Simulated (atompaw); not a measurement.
# What one change does to a pseudopotential (hydrogen, PAW (atompaw))

* Element: H
* Generator: atompaw 4.2.0.5
* Type: PAW
* Functional: PBE
* Relativity: scalar-relativistic
* Frozen core: none
* Valence charge: 1
* Reference configuration: 1s1
* Partial waves: 1s (bound): rc 1.45 bohr; 1s channel at 0.7 Ry: rc 1.45 bohr; 2p channel at 0.15 Ry: rc 1.45 bohr; 2p channel at 1.35 Ry: rc 1.45 bohr
* Local potential: ultrasoft scheme with l = 2 at 0.5 Ry, radius 1.45 bohr
* Core correction: none
* Augmentation charge: sinc compensation charge, radius 1.10 bohr; PAW radius 1.45 bohr; waves and projectors: custom polynom2 7 10 vanderbiltortho

Change: all radii scaled by about 0.79 (s 1.14, p 1.14 bohr); local potential ultrasoft scheme with l = 2 at 0.5 Ry, radius 1.14 bohr; augmentation sinc compensation charge, radius 0.88 bohr; PAW radius 1.14 bohr; waves and projectors: custom polynom2 7 10 vanderbiltortho.

Cutoffs: the cutoffs (Ry, on a coarse ladder) from which the occupation-weighted sum of valence levels, in a spherical-Bessel basis at the reference potential, stays within 10 and 1 mRy of its value at 400 Ry; they do not see the model core or the augmentation charge, which bear on the density cutoff.

Q: What does the change do?

A: The potential gets harder (10 Ry and 15 Ry → 12 Ry and 18 Ry); neither file shows a bound ghost. A smaller radius makes the pseudo-wave follow the all-electron one further in, where it bends more sharply, so more plane waves are needed.

```json
{"quantity": "cutoff, loose", "base": "10 Ry", "changed": "12 Ry"}
{"quantity": "cutoff, tight", "base": "15 Ry", "changed": "18 Ry"}
{"quantity": "bound ghosts", "base": "none", "changed": "none"}
{"quantity": "lowest overlap eigenvalue by channel", "base": "s 0.98, p 1.00", "changed": "s 0.97, p 0.99"}
```

 The cutoffs see the waves, projectors and local potential, not the compensation charge or the core.
